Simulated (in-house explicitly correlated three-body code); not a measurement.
Computed with an exponentially correlated three-body code. Model: two electrons around a point charge, non-relativistic, variational in 260 exponentially correlated functions (energies converged to about 1e-7 hartree, or 1e-8 relative for large Z).

For two electrons in a singlet the Kohn-Sham orbital is the square root of half the density, so the exact Kohn-Sham potential and energy parts follow from the density alone, and exchange is minus half the Hartree energy. The Kohn-Sham level equals minus the binding energy of the second electron.

Command:
```bash
python run_hyl.py task.json out
```
Settings (lengths in bohr, energies in hartree):
```
Z                      0.96
interaction_strength   1
functions              260
states_tried           1
```

Time taken, with all properties: 9 s on 1 thread of Intel(R) Xeon(R) Platinum 8488C (Sapphire Rapids) (shared host).

**Ground state only, binding against the one-electron ion.**

Given: nuclear charge 0.96.

Computed: one-electron threshold -0.4608 hartree.

| term | energy (hartree) | binding (eV) |
| --- | --- | --- |
| 1 1S | -0.474809835 | 0.38123 |

**Converged states only, values per electron or pair.**

```tsv
term	mean r (bohr)	mean r squared (bohr²)	mean inverse r (1/bohr)	mean r12 (bohr)	mean inverse r12 (1/bohr)	mean cosine	mean p1 dot p2 (bohr⁻²)	delta r1 (bohr⁻³)	delta r12 (bohr⁻³)
1 1S	3.0496	16.009	0.63989	5.0218	0.27897	-0.10337	0.027302	0.14258	0.0019669
```

**Exact Kohn-Sham parts of the ground state from its density.**

Computed: total energy -0.474809835 hartree; Kohn-Sham kinetic 0.4478 hartree; Hartree energy 0.69887 hartree; kinetic part of the DFT correlation energy 0.027014 hartree; potential part of the DFT correlation energy -0.070466 hartree; exact minus restricted Hartree-Fock -0.040121 hartree; Kohn-Sham level -0.38123 eV; restricted Hartree-Fock level -0.8846 eV.

Q: What is the exchange energy?

A: -0.34944 hartree.

Q: What is the DFT correlation energy?

A: -0.043453 hartree.

**Density and exact potentials over r, pair density (one pair, times 4 pi r12^2) and exact minus Kohn-Sham pair density over r12.**

| radius (bohr) | radial density (electrons/bohr) | exchange potential (hartree) | intracule density (1/bohr) | Coulomb hole against Kohn-Sham (1/bohr) | correlation potential (hartree) |
| --- | --- | --- | --- | --- | --- |
| 0.242 | 0.13248 | -0.62593 | 0.0017679 | -0.006142 | -0.071 |
| 0.294 | 0.17736 | -0.62023 | 0.0026966 | -0.008828 | -0.066 |
| 0.357 | 0.23254 | -0.61248 | 0.0041202 | -0.01256 | -0.06 |
| 0.434 | 0.29802 | -0.60201 | 0.0063227 | -0.01767 | -0.051 |
| 0.528 | ? | ? | ? | ? | ? |
| 0.642 | 0.44653 | -0.5703 | 0.014882 | -0.03301 | -0.028 |
| 0.781 | 0.51587 | -0.5478 | 0.022662 | -0.0431 | -0.012 |
| 0.949 | 0.56823 | -0.52049 | 0.03402 | -0.05367 | 0.005 |
| 1.15 | 0.59337 | -0.48873 | 0.049855 | -0.06268 | 0.023 |
| 1.4 | 0.58452 | -0.45169 | 0.071704 | -0.0673 | 0.041 |
| 1.71 | 0.53894 | -0.41035 | 0.099644 | -0.06336 | 0.056 |
| 2.07 | 0.46833 | -0.36877 | 0.12964 | -0.04893 | 0.063 |
| 2.52 | 0.38144 | -0.32545 | 0.15883 | -0.02412 | 0.061 |
| 3.06 | 0.29547 | -0.28372 | 0.1783 | 0.004197 | 0.051 |
| 3.72 | 0.21849 | -0.24408 | 0.18054 | 0.02686 | 0.035 |
| 4.53 | 0.15429 | -0.20739 | 0.16138 | 0.03575 | 0.019 |
| 5.51 | 0.10376 | -0.17472 | 0.12536 | 0.03015 | 0.009 |
| 6.69 | 0.065564 | -0.14629 | 0.08409 | 0.01748 | 0.003 |
| 8.14 | 0.037808 | -0.1215 | 0.048286 | 0.00616 | 0.001 |
| 9.89 | 0.019672 | -0.1006 | 0.024165 | 0.0003432 | 0 |
| 12 | 0.0090461 | -0.083161 | 0.01064 | -0.001167 | 0 |
| 14.6 | 0.0035157 | -0.068445 | 0.004003 | -0.0009087 | 0 |
| 17.8 | ? | ? | ? | ? | ? |
| 21.6 | 0.00028834 | -0.046294 | 0.0003179 | -0.0001334 | 0 |

Q: What belongs in the row 0.528?

A: radial density (electrons/bohr): 0.37127; exchange potential (hartree): -0.58815; intracule density (1/bohr): 0.009719; Coulomb hole against Kohn-Sham (1/bohr): -0.02446; correlation potential (hartree): -0.041.

Q: What belongs in the row 17.8?

A: radial density (electrons/bohr): 0.0011135; exchange potential (hartree): -0.056169; intracule density (1/bohr): 0.0012428; Coulomb hole against Kohn-Sham (1/bohr): -0.0004109; correlation potential (hartree): 0.

The correlation energy of density-functional theory lies 3.3 millihartree below exact minus Hartree-Fock, because the Hartree-Fock density, unlike the exact one, minimises the Hartree-Fock energy.
